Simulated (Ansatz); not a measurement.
Consider the formal exchange of groups at a C–Cl bond: `N=C1CC1Cl` + GeH₄ → `N=C1C[CH]1[GeH3]` + HCl.

Calculated with Ansatz (gas phase, PBE0-D4/def2-TZVP geometries, no zero-point term in ΔE). CCSD(T)/CBS adds triple-zeta CCSD(T) − MP2 to the extrapolated MP2 energy (def2 sets, frozen cores). This one scheme is used for every species. DFT in def2-TZVPP. For Ge outer-core shells are correlated without core-valence functions, which leaves a few kJ/mol of doubt a bond. Scalar relativity is left out up to krypton. One conformer a species, not always the lowest.

CCSD(T)/CBS gives -66.5 kJ/mol.

(1) Another level gave -56.7 kJ/mol. Which?
A. CCSD(T)/def2-TZVPP
B. PBE/def2-TZVPP
C. MP2/def2-TZVPP
D. ωB97X-V/def2-TZVPP

Largest T1 diagnostic among the species: 0.012.

## Answers

(1) D. ωB97X-V -56.7, MP2/def2-TZVPP -71.1, CCSD(T)/def2-TZVPP -66.6, PBE -51.4 kJ/mol.

The D4 term adds −4.0 kJ/mol with B3LYP and −2.4 kJ/mol with PBE0; it sums over pairs of atoms, weighted by their polarisabilities, and B3LYP, whose exchange is more repulsive, gets the larger term. From PBE to PBE0 (25 % exact exchange), in def2-TZVPP and without D4, ΔE moves by −4.2 kJ/mol.

B3LYP here is the variant with VWN-RPA as its local correlation; programs differ in this.
